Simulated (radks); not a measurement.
The numbers below are computed, except where a source is named.
Task: The table gives one normalised radial function P(r) = r R(r) of Ba10+ in [Kr] 4d10 (r in bohr). Code: a radial shooting solver on a logarithmic mesh with Libxc functionals. Model: scalar-relativistic Kohn-Sham, PBE, spin-polarised, spherical densities, point nucleus.

| r | P |
|---|---|
| 0.001029 | 0.0776 |
| 0.001351 | 0.0975 |
| 0.001759 | 0.1210 |
| 0.002309 | 0.1499 |
| 0.00303 | 0.1837 |
| 0.003946 | 0.2205 |
| 0.005179 | 0.2608 |
| 0.006798 | 0.2999 |
| 0.008852 | 0.3304 |
| 0.01162 | 0.3440 |
| 0.01525 | 0.3256 |
| 0.01986 | 0.2611 |
| 0.02607 | 0.1325 |
| 0.03421 | -0.0613 |
| 0.04455 | -0.2871 |
| 0.05848 | -0.4907 |
| 0.07676 | -0.5533 |
| 0.09995 | -0.3729 |
| 0.1312 | 0.0758 |
| 0.1722 | 0.6043 |
| 0.2242 | 0.8367 |
| 0.2943 | 0.4737 |
| 0.3863 | -0.4062 |
| 0.5071 | -1.2308 |
| 0.6603 | -1.4347 |
| 0.8667 | -1.0240 |
| 1.138 | -0.4626 |
| 1.481 | -0.1321 |
| 1.944 | -0.0198 |
| 2.552 | -0.0013 |
| 3.323 | 0.0000 |
| 4.362 | 0.0000 |

Which n and l does it have? It may be an empty orbital.

Result: n = 4, l = 0: the number of nodes gives n - l - 1 = 3, the rise at small r (about r^(l+1), flatter next to the nucleus through relativity) gives l, and the extent must fit the shell. The curve is that of 4s. 4s: eigenvalue -385.65 eV, 3 radial nodes at r = 0.0317, 0.126, 0.344 bohr, <r> = 0.670 bohr, 90 % of the charge inside 0.960 bohr.
